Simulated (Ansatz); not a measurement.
Ansatz results at the PBE0-D4/def2-TZVP geometry: LUMO energy (B3LYP/def2-TZVPP) -2.67 eV; zero-point energy (PBE0-D4/def2-TZVP) 229.0 kJ/mol; HOMO–LUMO gap (ωB97M-V/def2-TZVPP) 10.76 eV.

Each molecule was computed in one conformer, which needn't be the lowest.

Question: Which molecule gave them?
A. `C[O][Sn]([F])([F])[O]C`
B. `[SiH3][Sn]([Cl])([Cl])[Cl]`
C. `[NH2][Sn]([Cl])([Cl])[Cl]`
D. `[F][SnH2][F]`

Answer: A. The others give `[F][SnH2][F]`: -1.34, 46.1, 12.83; `[NH2][Sn]([Cl])([Cl])[Cl]`: -2.69, 76.0, 10.58; `[SiH3][Sn]([Cl])([Cl])[Cl]`: -2.45, 74.4, 10.40.

B3LYP here is the variant with VWN-RPA as its local correlation; programs differ in this.
